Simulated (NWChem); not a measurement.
## Total energies of ClSi (+1)

```xyz
2

Si     0.0000     0.0000     1.0934
Cl     0.0000     0.0000    -0.9005
```
Charge +1, spin multiplicity 1.

The numbers come from NWChem runs, not from measurements. Structure: optimised with PBE/def2-SVP, a minimum by its harmonic frequencies.

Basis set: def2-QZVP (140 functions).

| method | total energy (Ha) | relative cost |
|---|---|---|
| RHF | -748.20317 | 1 |
| MP2 | -748.48501 | 4 |
| B2PLYP | -749.19870 | 4 |
| PBE | -749.10570 | under 3 |
| B3LYP | -749.47300 | under 3 |
| BHandHLYP | -749.43933 | under 3 |

Total energies of different functionals aren't comparable as a measure of quality: only differences taken within one method are. Costs are rough ratios of processor time within this set of runs, SCF included, with RHF as 1.

The correlated methods keep 10 core orbitals frozen. B3LYP has NWChem's definition, with VWN1-RPA local correlation. The structure started from a generated list of species.
